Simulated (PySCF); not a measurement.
C6H13NSi2.
SMILES with atom numbers: `[SiH3:1][N:2]([SiH3:3])[C@@H:4]1[CH:5]=[CH:6][C@H:7]2[CH2:8][C@@H:9]12` (hydrogens: H10, H11, H12 on Si1; H13, H14, H15 on Si3; H16 on C4; H17 on C5; H18 on C6; H19 on C7; H20, H21 on C8; H22 on C9)

Computed with PySCF 2.14.0, PBE0-D3(BJ)/def2-SVP geometry optimisation, gas phase.

Task: Give the optimised bond lengths and angles.

Result: 
```json
{"bond": "Si1–N2, N2–Si3", "length (pm)": "175.1"}
{"bond": "N2–C4", "length (pm)": "146.7"}
{"bond": "C4–C5", "length (pm)": "151.2"}
{"bond": "C5=C6", "length (pm)": "134.1"}
{"bond": "C6–C7", "length (pm)": "148.4"}
{"bond": "C7–C8", "length (pm)": "151.1"}
{"bond": "C8–C9", "length (pm)": "149.4"}
{"bond": "C4–C9", "length (pm)": "153.0"}
{"bond": "C7–C9", "length (pm)": "151.2"}
{"bond": "Si1–H10 and 4 like bonds", "length (pm)": "149.4"}
{"bond": "Si3–H14", "length (pm)": "150.0"}
{"bond": "C4–H16", "length (pm)": "110.7"}
{"bond": "C5–H17", "length (pm)": "109.2"}
{"bond": "C6–H18", "length (pm)": "109.3"}
{"bond": "C7–H19", "length (pm)": "109.3"}
{"bond": "C8–H20", "length (pm)": "109.5"}
{"bond": "C8–H21", "length (pm)": "109.4"}
{"bond": "C9–H22", "length (pm)": "109.4"}
```

Bonds in one row agree within 1 pm and their mean is given. A selection of angles:
```json
{"angle": "N2–Si1–H10", "degrees": "106.2"}
{"angle": "N2–Si1–H11", "degrees": "113.3"}
{"angle": "N2–Si1–H12", "degrees": "112.0"}
{"angle": "H10–Si1–H11", "degrees": "108.4"}
{"angle": "H10–Si1–H12", "degrees": "108.8"}
{"angle": "Si1–N2–Si3", "degrees": "124.1"}
{"angle": "Si1–N2–C4", "degrees": "118.5"}
{"angle": "Si3–N2–C4", "degrees": "116.9"}
{"angle": "N2–Si3–H13", "degrees": "109.1"}
{"angle": "N2–C4–C5", "degrees": "112.2"}
{"angle": "N2–C4–C9", "degrees": "113.3"}
{"angle": "N2–C4–H16", "degrees": "108.2"}
{"angle": "C5–C4–C9", "degrees": "103.2"}
{"angle": "C5–C4–H16", "degrees": "109.8"}
{"angle": "C9–C4–H16", "degrees": "110.1"}
{"angle": "C4–C5–C6", "degrees": "111.8"}
{"angle": "C4–C5–H17", "degrees": "122.2"}
{"angle": "C6–C5–H17", "degrees": "126.0"}
{"angle": "C5–C6–C7", "degrees": "111.8"}
{"angle": "C5–C6–H18", "degrees": "125.0"}
{"angle": "C7–C6–H18", "degrees": "123.2"}
{"angle": "C6–C7–C8", "degrees": "114.2"}
{"angle": "C6–C7–C9", "degrees": "105.0"}
{"angle": "C6–C7–H19", "degrees": "120.6"}
{"angle": "C8–C7–C9", "degrees": "59.2"}
{"angle": "C8–C7–H19", "degrees": "119.5"}
{"angle": "C9–C7–H19", "degrees": "122.8"}
{"angle": "C7–C8–C9", "degrees": "60.4"}
{"angle": "C7–C8–H20", "degrees": "117.3"}
{"angle": "C7–C8–H21", "degrees": "117.7"}
{"angle": "C9–C8–H20", "degrees": "118.9"}
{"angle": "C9–C8–H21", "degrees": "117.0"}
{"angle": "H20–C8–H21", "degrees": "114.8"}
{"angle": "C8–C9–H22", "degrees": "119.0"}
{"angle": "C4–C9–C8", "degrees": "118.3"}
{"angle": "C4–C9–C7", "degrees": "107.7"}
{"angle": "C4–C9–H22", "degrees": "117.3"}
{"angle": "C7–C9–C8", "degrees": "60.3"}
{"angle": "C7–C9–H22", "degrees": "121.0"}
```

Dihedral angles: Si1–N2–C4–C5 40° (synclinal); N2–C4–C5–C6 -116° (anticlinal); C4–C5–C6–C7 -5° (synperiplanar); C5–C6–C7–C8 -62° (synclinal); C6–C7–C8–C9 94° (anticlinal); C7–C8–C9–C4 -95° (anticlinal); N2–C4–C9–C8 -179° (antiperiplanar); C6–C7–C9–C8 -109° (anticlinal).

The 5-membered ring C4–C5–C6–C7–C9 has internal angles of 103.2° to 111.8° (sum 540°, against 540° for a flat polygon); it is almost planar, 0.03 Å rms from its mean plane, widest ring torsion 7°. The C–C distances run from 1.341 Å (C5=C6, drawn double) to 1.530 Å (C4–C9, drawn single), a spread of 0.189 Å. N2 (nitrogen bridging silicon atoms) is planar (angles 124.1°, 118.5° and 116.9°, sum 359.5°, 0.07 Å off the plane of its three neighbours). Of the pairs four or more bonds apart, Si1···C6 is among the closest relative to their van der Waals radii: 3.60 Å, 95 % of the sum of Bondi's values. The 3-membered ring C7–C8–C9 has internal angles of 59.2° to 60.4°. Si1 (SiH3 silicon) is distorted tetrahedral (angles from 106.2° to 113.3°).

Point group: C1 (no symmetry element, even within 0.4 Å). No frequency check. The numbers are those of one conformer.

On Arm Neoverse V1, one thread, shared host with 32 logical CPUs at a one-minute load of 16, this took 2.4 min and 0.88 GiB of memory at its peak. These figures are those of the optimisation.
